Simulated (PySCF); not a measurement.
H5BClNO2Si, SMILES OB(O)N[SiH2]Cl, singlet (CAM-B3LYP/def2-SVP optimised geometry):

```
11

Si    -1.657    -0.289     0.000
Cl    -2.231    -1.205     1.773
N      0.074    -0.289     0.000
B      0.872     0.245    -1.049
O      2.234     0.196    -0.946
O      0.187     0.782    -2.112
H     -2.233    -1.077    -1.115
H     -2.234     1.077     0.000
H      0.555    -0.692     0.797
H      2.726     0.569    -1.683
H      0.711     1.147    -2.829
```

Computed with CAM-B3LYP/def2-TZVP (PySCF 2.14.0).

Problem. What are the frontier orbital energies and the dipole moment?

Solution. HOMO-2 -10.43 eV, HOMO-1 -10.17 eV, HOMO -9.24 eV, LUMO 0.75 eV, LUMO+1 1.84 eV; dipole moment 3.97 D.

On the same geometry PBE/def2-TZVP (PySCF) gives HOMO-2 -7.64 eV, HOMO-1 -7.36 eV, HOMO -6.43 eV, LUMO -0.85 eV, LUMO+1 -0.15 eV; dipole moment 3.80 D.

Meta-Löwdin charges at CAM-B3LYP/def2-TZVP: Si1 0.86, Cl2 -0.33, N3 -0.63, B4 0.48, O5 -0.54, O6 -0.55, H7 -0.12, H8 -0.12, H9 0.26, H10 0.35, H11 0.35.
